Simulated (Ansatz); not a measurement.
Program: Ansatz. Geometries: PBE0-D4/def2-TZVP. ΔE: electronic, gas phase. CCSD(T)/CBS is the MP2 limit (def2-TZVPP, def2-QZVPP) plus CCSD(T) − MP2 in def2-TZVPP, frozen cores. Elements past krypton have def2 core potentials. For Sn outer-core shells are correlated without core-valence functions, which leaves a few kJ/mol of doubt a bond. One conformer a species, not always the lowest.

`C[NH][SnH2][O]C` + `NCCS` → `C[O][SnH2][SH]` + `CNCCN`  (formal exchange of groups at the Sn–N bond)

```csv
level,ΔE (kJ/mol)
SCS-MP2/def2-TZVPP,-47.8
CCSD/def2-TZVPP,-52.1
MP2/def2-QZVPP,-46.6
CCSD/CBS(def2),-50.6
```

(1) What does CCSD(T)/CBS give? (An estimate is asked.)

Largest T1 diagnostic among the species: 0.013.

Results:

(1) Computed: -48.8 kJ/mol. The listed levels differ from it by 1.0, -3.3, 2.2, -1.8 kJ/mol.

The D4 term adds +4.4 kJ/mol with B3LYP and +2.3 kJ/mol with PBE0; it sums over pairs of atoms, weighted by their polarisabilities, and B3LYP, whose exchange is more repulsive, gets the larger term. In def2-TZVPP, CCSD(T) changes the Hartree–Fock value by +12.9 kJ/mol (the triples alone add +1.8 kJ/mol) and MP2 by +15.6 kJ/mol.

B3LYP here is the variant with VWN-RPA as its local correlation; programs differ in this.
